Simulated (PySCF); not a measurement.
Al(Br)(OMe)(NH2) (CH5AlBrNO), SMILES C[O][Al]([NH2])[Br].

The structure is a stationary point at PBE0-D3(BJ)/def2-SVP. The structure was generated by enumeration; whether it is a known compound was not checked. Other conformers were not sampled.

All values below come from HF/def2-TZVP run with PySCF.

Symmetry labels are those of the subgroup Cs that the program uses (full group Cs).

Computed valence orbital energies around the gap with their symmetry:
```json
[
 {"orbital": "HOMO−7", "symmetry": "A'", "energy (eV)": "-16.74"},
 {"orbital": "HOMO−6", "symmetry": "A'", "energy (eV)": "-15.77"},
 {"orbital": "HOMO−5", "symmetry": "A'", "energy (eV)": "-13.33"},
 {"orbital": "HOMO−4", "symmetry": "A\"", "energy (eV)": "-12.32"},
 {"orbital": "HOMO−3", "symmetry": "A'", "energy (eV)": "-12.25"},
 {"orbital": "HOMO−2", "symmetry": "A\"", "energy (eV)": "-11.58"},
 {"orbital": "HOMO−1", "symmetry": "A'", "energy (eV)": "-11.44"},
 {"orbital": "HOMO", "symmetry": "A\"", "energy (eV)": "-11.06"},
 {"orbital": "LUMO", "symmetry": "A'", "energy (eV)": "2.48"},
 {"orbital": "LUMO+1", "symmetry": "A\"", "energy (eV)": "3.07"},
 {"orbital": "LUMO+2", "symmetry": "A'", "energy (eV)": "3.85"},
 {"orbital": "LUMO+3", "symmetry": "A'", "energy (eV)": "4.41"}
]
```
